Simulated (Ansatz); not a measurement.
Z-matrix (Å, degrees):
```
C
C 1 1.488
H 1 1.090 2 112.3
H 1 1.095 2 110.4 3 121.4
H 1 1.095 2 110.4 3 -121.4
C 2 1.338 1 127.2 3 -0.0
H 2 1.092 1 114.3 3 180.0
Ga 6 1.947 2 126.8 1 0.0
H 6 1.089 2 116.0 1 -180.0
H 8 1.571 6 122.3 2 0.1
H 8 1.571 6 118.5 2 -179.9
```

The species carries charge 0 and has multiplicity 1.

Problem. List the PBE0/def2-TZVPP orbital energies in eV (the Gaussian-basis code of Ansatz). (Best estimate.)

Solution. Computed: Occupied: -10146.76, -1252.65, -1108.84, -1108.72, -1108.71, -278.69, -278.09, -277.85, -150.89, -103.93, -103.61, -103.59, -23.05, -22.87, -22.86, -22.79, -22.72, -22.07, -19.21, -15.23, -13.20, -12.21, -11.76, -10.83, -10.47, -8.24, -7.89, -7.61. Lowest empty: -1.69, 0.84, 1.36, 1.42, 2.10, 2.34, 3.10, 3.27.
